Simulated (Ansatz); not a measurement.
`[SiH3]C1(Cl)O[SiH2]1` → `ClC1O[SiH2]1` + `[SiH2]`  (silylene formation by 1,1-elimination)

Computed with Ansatz on PBE0-D4/def2-TZVP structures; ΔE is electronic, products minus reactants. CCSD(T)/CBS is the MP2 limit (def2-TZVPP, def2-QZVPP) plus CCSD(T) − MP2 in def2-TZVPP, frozen cores. This one scheme is used for every species.

| species | SCS-MP2/def2-TZVPP energy (Eh) |
| --- | --- |
| `[SiH3]C1(Cl)O[SiH2]1` | -1153.88802 |
| `ClC1O[SiH2]1` | -863.65002 |
| `[SiH2]` | -290.14787 |

Question: Work out ΔE.

Answer: ΔE = (-863.65002) + (-290.14787) − (-1153.88802) = 0.09013 Eh = +56.6 kcal/mol. CCSD(T)/CBS gives +56.6 kcal/mol.

Largest T1 diagnostic among the species: 0.015.

In def2-TZVPP, CCSD(T) changes the Hartree–Fock value by +5.2 kcal/mol (the triples alone add +1.7 kcal/mol) and MP2 by +10.4 kcal/mol. From PBE to PBE0 (25 % exact exchange), in def2-TZVPP and without D4, ΔE moves by +1.6 kcal/mol.
